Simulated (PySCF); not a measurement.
F₃In, SMILES [In-]([F])([F])[F], charge -1, multiplicity 2. Geometry: PBE-D3(BJ)/def2-SVPD. The def2 effective core potentials stand for the cores of In; spin–orbit coupling is left out.

Calculation: PBE-D3(BJ)/def2-SVPD run with PySCF.

Harmonic wavenumbers (cm⁻¹): 114, 114, 135, 430, 437, 437. Rotational constants (GHz): 3.910, 3.910, 2.343; symmetry number 3.

Task: Work out the zero-point energy and the ideal-gas rigid-rotor harmonic-oscillator thermochemistry at 298.15 K and 1 atm.

Result: ZPE = ½ Σ hcν = ½ × 1669 cm⁻¹ = 9.98 kJ/mol. H − E(el) = 27.55 kJ/mol. Entropy in J/(mol K): translation 172.93, rotation 102.15, vibration 49.29, spin 5.76, total 330.13. G − E(el) = -70.88 kJ/mol. Cp = 74.99 J/(mol K). Modes under 150 cm⁻¹ make the vibrational entropy uncertain.
